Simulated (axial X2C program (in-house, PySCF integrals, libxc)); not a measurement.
## Potential curves of InF⁻, scalar-relativistic

Computed with an in-house all-electron X2C program for linear molecules (integrals from PySCF). Spin-free means the one-electron spin-free X2C Hamiltonian. Basis: In dyall-acv3z [12s13p10d5f1g], F dyall-av3z [7s6p3d2f] (cores contracted in-house); Gaussian nuclei, density fitting, unrestricted open shells. Masses: In 114.904 u, F 18.998 u.

State: M_S = 1/2, Λ = 1 (beyond evenly filled blocks: π+α). Energies in eV from the fragments at the same level (In + F-). Fits are polynomials in 1 − R0/R over 0.85 to 1.23 times the lowest point R0.

```csv
R (Å),CCSD,PBE0,HF,PW91
1.8018,,-1.8062,-1.8106,-1.6999
1.8846,-2.1212,-2.1774,-2.1572,-2.1036
1.9467,-2.2882,-2.3250,-2.2852,-2.2733
2.0089,-2.3718,-2.3941,-2.3353,-2.3625
2.0710,-2.3946,-2.4063,-2.3303,-2.3927
2.1435,-2.3672,-2.3705,-2.2768,-2.3755
2.2160,-2.3011,-2.2983,-2.1902,-2.3194
2.3092,-2.1817,-2.1733,-2.0513,-2.2119
2.4231,,-1.9962,-1.8634,-2.0516
2.5888,,-1.7286,-1.5908,-1.8017
```

Correlated methods: 11 electrons correlated (number of frozen shells: In 4 s, 3 p, 2 d; F 1 s), 289 virtual spin orbitals or spinors in MP2, 90 natural virtuals in coupled cluster.

Occupations by symmetry block were frozen at the best pattern of an incomplete PBE0 search. Dissociation energies refer to the lowest single-determinant-based atoms at the same level and basis. CCSD ran in a truncated set of natural virtual spinors with an MP2 remainder; without triples it tends to underbind. The highest occupied level is positive at some bond lengths even in Hartree–Fock (under at least one Hamiltonian), so the basis set holds the extra electron there; where that holds at Re the anion is at best weakly bound and its constants depend on the basis. PBE0 can misorder states that lie within some tenths of an eV, so this need not be the ground state of the molecule. The nearest other spin-free determinant of the search, M_S = 1/2, Λ = 0, lies 0.49 eV up at the distance of the search. Without a current term, density functionals place determinants with orbital angular momentum somewhat too high. With the outer-core shells frozen, correlated bond lengths of heavy atoms tend to come out a few hundredths of an ångström too long. Spin-free De lacks the spin–orbit lowering of the heavy p-block atom, a tenth of an eV or more for 4p and 5p, up to an eV for 6p and one to two eV for 7p atoms, less what an open-shell molecule gains itself. Hartree–Fock gets electron affinities wrong, so its lowest charge split need not be the true one. Coupled cluster ran on the points near the minimum only. MP2 and coupled cluster on one determinant become unreliable at the stretched end.

Question: Fit the CCSD curve near its minimum: give the equilibrium distance, the harmonic wavenumber and the well depth.

Answer: At CCSD, spin-free: Re = 2.069 Å, ωe ≈ 434 cm⁻¹, De = 2.39 eV to In + F-; Be follows as 0.242 cm⁻¹.

Question: Fit the PBE0 curve near its minimum: give the equilibrium distance, the harmonic wavenumber and the well depth.

Answer: At PBE0, spin-free: Re = 2.056 Å, ωe ≈ 434 cm⁻¹, De = 2.41 eV to In + F-; Be follows as 0.245 cm⁻¹.

Question: Fit the HF curve near its minimum: give the equilibrium distance, the harmonic wavenumber and the well depth.

Answer: At HF, spin-free: Re = 2.032 Å, ωe ≈ 454 cm⁻¹, De = 2.34 eV to In + F-; Be follows as 0.25 cm⁻¹.

Question: What are Re, ωe and De at the PW91 level?

Answer: At PW91, spin-free: Re = 2.081 Å, ωe ≈ 414 cm⁻¹, De = 2.39 eV to In + F-; Be follows as 0.239 cm⁻¹.
